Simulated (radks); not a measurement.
Results of a calculation; reference values are marked as such.
Sc XVII, 5 electrons, occupied as [He] 2s2 2p1.

Code: a radial shooting solver on a logarithmic mesh with Libxc functionals. Model: Dirac Kohn-Sham, LB94 model potential, spin-unpolarised, spherical densities, finite nucleus; open shells fill j = l - 1/2 first; Fermi nuclear charge, rms radius 3.5459 fm.

Energy parts (hartree):
part                   energy
kinetic             569.87272
electron-nucleus  -1178.34348
Hartree              65.27154
(The LB94 potential has no energy functional, so no total or exchange-correlation energy is given.)

Orbitals (lengths in bohr, moments of r in powers of bohr; r(max) is where P^2 peaks; r(90%) holds 90 % of the orbital's charge):
| orbital | occ. | eigenvalue (hartree) | <1/r> | <r> | r(90%) | r(max) | small-component weight |
|---|---|---|---|---|---|---|---|
| 1s1/2 | 2 | -194.3088 | 20.87 | 0.07244 | 0.129 | 0.04776 | 5.70e-03 |
| 2s1/2 | 2 | -41.45869 | 4.794 | 0.3108 | 0.476 | 0.2663 | 1.20e-03 |
| 2p1/2 | 1 | -39.68986 | 4.781 | 0.2655 | 0.430 | 0.2085 | 1.19e-03 |
| 2p3/2 | 0 | -39.45190 | 4.726 | 0.2676 | 0.432 | 0.2104 | 1.19e-03 |

The highest occupied level is 2p1/2 at -1080.0 eV. The density falls to 0.001 e/bohr^3 at r = 0.93 bohr. For comparison, the ionisation energy in NIST's Atomic Spectra Database is 1093.5 eV (semi-empirical). In exact Kohn-Sham theory the highest level is minus the ionisation energy, but local and semilocal functionals leave it too shallow, through self-interaction and a potential that decays too fast; potentials with the right tail come closer.

Beside tabulated values, note that spin-unpolarised runs miss the spin-polarisation part of the exchange energy of open shells.
